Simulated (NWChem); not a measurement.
Species: CH6GaNO; SMILES C[O][GaH][NH2]

```xyz
10

Ga    -0.6159     0.4288     0.0701
H     -1.9642     1.1847     0.2577
O     -0.6281    -1.3709     0.2194
C      0.5567    -2.1332     0.0988
H      1.3021    -1.8766     0.8675
H      0.3008    -3.1928     0.2231
H      1.0326    -2.0200    -0.8883
N      1.0050     1.2328    -0.2035
H      1.0741     2.2118    -0.4495
H      1.8346     0.7181    -0.4681
```
Atoms are numbered in this order, from 1.

Coordinates come from a B3LYP/6-31G* (spherical d) optimisation. B3LYP is NWChem's, with the RPA form of VWN correlation.

**Question.** Give the principal values of the shielding tensors (ppm) of Ga1, O3, C4, N8 from B3LYP/6-311G** (spherical d), GIAO (NWChem), with their diamagnetic and paramagnetic parts as GIAO splits them.

**Answer.** 
| atom | σ11 | σ22 | σ33 | isotropic | diamagnetic | paramagnetic |
|---|---|---|---|---|---|---|
| Ga1 | 1251.0 | 1364.0 | 1524.3 | 1379.8 | 2640.8 | -1261.0 |
| O3 | 111.1 | 319.8 | 336.1 | 255.7 | 392.9 | -137.2 |
| C4 | 97.5 | 99.8 | 182.9 | 126.7 | 246.3 | -119.5 |
| N8 | 165.6 | 236.6 | 268.3 | 223.5 | 316.4 | -92.9 |
